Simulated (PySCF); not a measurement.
# 4-(aminomethyl)pyridine (SMILES C(N)c1ccncc1)

Cartesian coordinates in Å; atom numbers follow the order of the lines, from 1:
```xyz
16

N    -2.389    0.082   -0.574
C    -1.513   -0.522    0.415
C    -0.050   -0.180    0.251
C     0.791   -0.939   -0.568
C     2.113   -0.537   -0.747
N     2.639    0.544   -0.176
C     1.843    1.267    0.608
C     0.508    0.952    0.852
H    -2.295    1.096   -0.549
H    -2.101   -0.199   -1.511
H    -1.639   -1.616    0.372
H    -1.850   -0.210    1.417
H     0.421   -1.843   -1.061
H     2.783   -1.126   -1.385
H     2.293    2.151    1.077
H    -0.092    1.583    1.514
```

The calculation used quadratic response CAM-B3LYP/aug-cc-pVDZ first hyperpolarisability, Taylor convention, gas phase in PySCF. Geometry: PBE0-D3(BJ)/def2-SVP.

**Question.** Give the tensor of the second harmonic β(−2ω;ω,ω) at 1907 nm in the axes of these coordinates.

**Answer.** In au, Taylor convention; rows are the first index (the induced dipole):
```tsv
	xx	yy	zz	xy	xz	yz
x	-76.6	+8.7	+3.0	-6.7	-14.2	+10.8
y	-6.3	+16.9	-0.2	+8.9	+10.8	+0.8
z	-14.7	+0.8	-13.4	+10.7	+3.1	-0.1
```
Norm of βᵢ = ⅓ Σⱼ (βᵢⱼⱼ + βⱼᵢⱼ + βⱼⱼᵢ): 70.8 au, hyper-Rayleigh value 33.9 au.
